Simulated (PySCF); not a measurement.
Dipole response of F (fluorine, neutral)

[He] 2s2 2p5, 2P determinant. Calculation: PySCF 2.14, in dyall-av3z; the non-relativistic Hamiltonian (point nucleus). Coupled (time-dependent) response in atomic units; α is the mean over directions.

```json
{"method": "UHF", "mean α (bohr³)": "3.069", "α xx, yy, zz": "2.892, 3.157, 3.157", "C₆ (like pair)": "8.023", "S(−4)": "3.525"}
{"method": "PBE", "mean α (bohr³)": "3.704", "α xx, yy, zz": "3.312, 3.900, 3.900", "C₆ (like pair)": "10.05", "S(−4)": "6.688"}
{"method": "PBE0", "mean α (bohr³)": "3.475", "α xx, yy, zz": "3.168, 3.629, 3.629", "C₆ (like pair)": "9.331", "S(−4)": "5.324"}
{"method": "MN15", "mean α (bohr³)": "3.456", "α xx, yy, zz": "3.236, 3.565, 3.565", "C₆ (like pair)": "9.220", "S(−4)": "5.016"}
{"method": "revPBE", "mean α (bohr³)": "3.712", "α xx, yy, zz": "3.310, 3.914, 3.914", "C₆ (like pair)": "10.08", "S(−4)": "6.792"}
```

S(−4) is the Cauchy moment in α(ω) = α(0) + S(−4) ω² + …

Reference α: 3.74 ± 0.08 bohr³ (recommended; Schwerdtfeger and Nagle, table of static dipole polarizabilities (2023 update)). Published C₆: 9.520 (Chu and Dalgarno (2004); Tang, Norbeck and Certain (1976)).

α(iu) at PBE:

```
u (hartree)  α(iu) (bohr³)
          0          3.704
     0.0500          3.687
      0.100          3.639
      0.200          3.470
      0.300          3.244
      0.500          2.764
      0.750          2.234
       1.00          1.808
       1.50          1.215
       2.00         0.8574
       3.00         0.4870
       5.00         0.2175
```

The components differ because the open shell of this determinant is not spherical; for a pure term their mean is the scalar polarisability.
